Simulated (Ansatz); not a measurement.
A structure relaxed at PBE0-D4/def2-TZVP in Ansatz, charge 0, doublet:

```xyz
8

Li    1.1926    0.0451    1.7925
Li    0.7346   -1.6007   -0.4030
Li   -1.8965    2.6068   -0.4453
Li    0.0655   -2.8267    2.4675
Li   -1.4345    0.3078   -2.3681
Li    2.6540    0.8687   -1.3908
Li   -1.5432   -0.4571    0.8574
Sn    0.2276    1.0561   -0.5101
```

Question: Give its formula.

Answer: the cluster Li7Sn.

Question: Summarise the bond lengths by kind (pairs closer than 1.2 times the sum of covalent radii, bridged metal pairs left out).

Answer: 6 × Li–Sn 2.59 to 2.71 Å; 4 × Li–Li 2.78 to 3.03 Å.

In the def2 sets Sn takes a core potential; there is no spin–orbit coupling. The relaxation made no stability test and no search for a lower SCF solution. Another isomer (doublet) lies 0.15 eV lower at PBE0-D4/def2-TZVP; other spin states weren't run for this one.
